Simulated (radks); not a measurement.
Values are calculated unless marked as measured or tabulated.
Removal energies from the calcium ion Ca7+, [Ne] 3s2 3p1, by Delta-SCF beside the eigenvalue of the level emptied. Level of theory: non-relativistic Kohn-Sham, PBE, spin-polarised, spherical densities, point nucleus (a radial shooting solver on a logarithmic mesh with Libxc functionals). Open shells are filled with parallel spins first.

3p: final configuration [Ne] 3s2; Delta-SCF (eV) 147.27; -eigenvalue (eV) 137.30
3s: final configuration [Ne] 3s1 3p1; Delta-SCF (eV) 164.75; -eigenvalue (eV) 155.20
2p: final configuration [He] 2s2 2p5 3s2 3p1; Delta-SCF (eV) 498.65; -eigenvalue (eV) 468.74
2s: final configuration [He] 2s1 2p6 3s2 3p1; Delta-SCF (eV) 570.57; -eigenvalue (eV) 543.96
